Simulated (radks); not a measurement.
Results of a calculation; reference values are marked as such.
Task: All-electron atom: Sr3+ in [Ar] 3d10 4s2 4p(up 2.875, down 2.125) (fractional occupations, a model configuration). Code: a radial shooting solver on a logarithmic mesh with Libxc functionals. Model: scalar-relativistic Kohn-Sham, SCAN, spin-polarised, spherical densities, finite nucleus; meta-GGA in the generalised Kohn-Sham scheme; Fermi nuclear charge, rms radius 4.224 fm. Some entries of the table are withheld. Estimate them.

| orbital | occ. | eigenvalue (Ry) | <1/r> (bohr^-1) | <r^2> (bohr^2) |
|---|---|---|---|---|
| 1s up | 1 | -1176.475 | 38.99 | 0.002068 |
| 1s down | 1 | -1176.467 | 38.99 | 0.002068 |
| 2s up | 1 | -162.1059 | 8.720 | 0.03502 |
| 2s down | 1 | -162.1027 | 8.720 | 0.03502 |
| 2p up | 3 | -144.0901 | 8.497 | 0.02766 |
| 2p down | 3 | -144.0828 | 8.497 | 0.02766 |
| 3s up | 1 | -27.31644 | 2.927 | 0.2762 |
| 3s down | 1 | -27.30904 | 2.926 | 0.2762 |
| 3p up | 3 | (1) | 2.767 | 0.2888 |
| 3p down | 3 | (2) | 2.767 | 0.2887 |
| 3d up | 5 | -11.77749 | 2.509 | 0.3017 |
| 3d down | 5 | -11.76533 | 2.510 | 0.3010 |
| 4s up | 1 | -5.20726 | 1.008 | (3) |
| 4s down | 1 | -5.12599 | 1.007 | (4) |
| 4p up | 2.875 | -3.76711 | 0.8888 | 2.515 |
| 4p down | 2.125 | -3.68960 | 0.8865 | 2.534 |

Result: 
(1) 3p up eigenvalue (Ry): -21.43355
(2) 3p down eigenvalue (Ry): -21.42415
(3) 4s up <r^2> (bohr^2): 1.995
(4) 4s down <r^2> (bohr^2): 2.002
